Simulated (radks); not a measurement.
Neutral lanthanum, configuration [Xe] 5d1 6s2.

All-electron calculation, Dirac Kohn-Sham, LDA (Slater exchange, Perdew-Wang correlation), spin-unpolarised, spherical densities, finite nucleus; open shells fill j = l - 1/2 first; Fermi nuclear charge, rms radius 4.855 fm. Program: a radial shooting solver on a logarithmic mesh with Libxc functionals.

Energy parts (hartree):
part                       energy
total                  -8490.7178
kinetic                 9083.3860
electron-nucleus      -20662.7420
Hartree                 3286.0279
exchange-correlation    -197.3896

Orbitals (lengths in bohr, moments of r in powers of bohr; r(90%) holds 90 % of the orbital's charge):
orbital,occ.,eigenvalue (hartree),r(90%),small-component weight
1s1/2,2,-1421.284,0.0452,4.44e-02
2s1/2,2,-226.2078,0.166,9.60e-03
2p1/2,2,-213.4490,0.148,9.65e-03
2p3/2,4,-198.2867,0.156,9.09e-03
3s1/2,2,-48.36551,0.419,2.92e-03
3p1/2,2,-42.97200,0.413,2.86e-03
3p3/2,4,-40.01852,0.430,2.71e-03
3d3/2,4,-30.52992,0.404,2.59e-03
3d5/2,6,-29.89731,0.409,2.55e-03
4s1/2,2,-9.75238,0.941,8.99e-04
4p1/2,2,-7.76750,0.983,8.34e-04
4p3/2,4,-7.13441,1.02,7.83e-04
4d3/2,4,-3.87386,1.15,6.42e-04
4d5/2,6,-3.76405,1.16,6.28e-04
5s1/2,2,-1.43194,2.23,2.03e-04
5p1/2,2,-0.88941,2.55,1.61e-04
5p3/2,4,-0.79529,2.68,1.48e-04
6s1/2,2,-0.13957,6.42,2.60e-05
5d3/2,1,-0.12081,4.72,5.92e-05
5d5/2,0,-0.11388,4.84,5.66e-05
6p1/2,0,-0.05640,8.50,1.47e-05
6p3/2,0,-0.04965,8.91,1.34e-05
7s1/2,0,-0.00321,23.7,2.94e-06

The highest occupied level is 5d3/2 at -3.287 eV. Summed over all electrons, <r^2> = 94.36 bohr^2, which gives a Langevin (diamagnetic) susceptibility term of -74.7 x 10^-6 cm^3/mol. The electron density at the nucleus is 3.503e+05 e/bohr^3. The density falls to 0.001 e/bohr^3 at r = 5.46 bohr.
